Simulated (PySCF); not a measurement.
Species: germanium monoxide, GeO.
Structure used (PBE0-D3(BJ)/def2-SVP), in Å, numbered top down from 1:
```xyz
2
GeO angstrom
O      0.8145   -0.0065   -0.0049
Ge    -0.8089    0.0090   -0.0234
```

Linear response at PBE0/def2-SVPD (PySCF, frozen core in the response, non-relativistic). Isolated species at its PBE0-D3(BJ)/def2-SVP geometry, gas phase. Relativistic effects, spin–orbit coupling among them, are left out although an element past zinc is present.

Static isotropic polarisability: 31.09 au (4.61 Å³), principal values 27.7, 27.7, 37.9 au.

Task: What is the polarisability at 1064 nm and at the sodium D line?

Result: 31.57 au at 1064 nm (+1.6 %), 32.78 au at 589.3 nm (+5.4 %). The rise at 589.3 nm is 3.48 times that at 1064 nm; a pure ω² law gives 3.26. The lowest singlet lies at 258 nm, shorter than both wavelengths.

Task: What is the isotropic C6 coefficient between two such molecules, C6 = (3/π)∫α(iω)² dω?

Result: 297.1 au (Eh·bohr⁶) by a ten-point quadrature over imaginary frequencies, which is 178 eV·Å⁶ or 17.1 J·nm⁶/mol.

Task: Which effective excitation energy ω̄ makes London's formula C6 = (3/4)α²ω̄ exact here?

Result: ω̄ = 4·C6/(3α²) = 0.410 Eh = 11.2 eV. A one-pole form α(ω) = α/(1 − ω²/ω̄²) fitted to the 1064 nm value gives 9.4 eV. London's choice of the ionisation energy (11.14 eV, ΔSCF at the same level) gives C6 = 297 au, 0 % too low.

Task: What three-body coefficient follows from the one-pole estimate C9 = (3/4)·α·C6?

Result: 6930 au. This is an estimate from the two numbers above, not a computed integral.

Task: The lowest 6 singlets have (eV, f): 4.81, 0.000; 5.04, 0.044; 5.04, 0.044; 5.13, 0.000; 5.13, 0.000; 7.04, 0.027. What share of the static polarisability do they carry in the sum over states α = Σ f/ω²?

Result: 2.98 au, 9.6 % of α; the largest term, 1.29 au, is that of the state at 5.04 eV. Their oscillator strengths add up to 0.12. Higher states carry the rest.

Task: What n − 1 at the D line would an ideal gas of it have at 273.15 K and 1 atm (2.6868 × 10¹⁹ cm⁻³), by n − 1 = 2π·N·α′?

Result: 8.20 × 10⁻⁴, a formal value whether or not that pressure can be reached.

Task: How many electrons N does the Slater–Kirkwood formula C6 = (3/4)·√N·α^(3/2) need to give this C6?

Result: N = (4·C6/3)²/α³ = 5.2; the species has 40 electrons in all.

Task: How anisotropic is the static polarisability, by Δα² = ½[(α1 − α2)² + (α2 − α3)² + (α3 − α1)²]?

Result: Δα = 10.2 au, or 0.33 of the isotropic value.
